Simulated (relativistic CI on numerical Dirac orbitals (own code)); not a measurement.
**Crystal-field levels of Nb³⁺, 4d2**

Calculated by Dirac-Coulomb-Breit CI, orbitals from a KLI potential per configuration, a model potential for QED, valence Slater integrals scaled by 0.8, one configuration in a parametric crystal field (own radial code).

Field parameters in Wybourne normalisation: Oh B⁴₀ = 21Dq, B⁴₄ = √(5/14) B⁴₀. The field is a parameter set, without covalency.

S is read from ⟨S²⟩ = S(S + 1).

Levels (cm⁻¹, degeneracy): 0 (2), 12 (3), 720 (3), 1039 (1), 9143 (3), 9213 (2), 21074 (1), 38058 (1), 38206 (3), 38492 (3), 38496 (2), 45623 (1).

(1) Which field gives this pattern?
A. Oh, 10Dq = 39500 cm⁻¹
B. Oh, 10Dq = 6000 cm⁻¹
C. Oh, 10Dq = 15550 cm⁻¹
D. Oh, 10Dq = 25100 cm⁻¹

Results:

(1) A. Oh, 10Dq = 39500 cm⁻¹, ground level with S = 1.00.
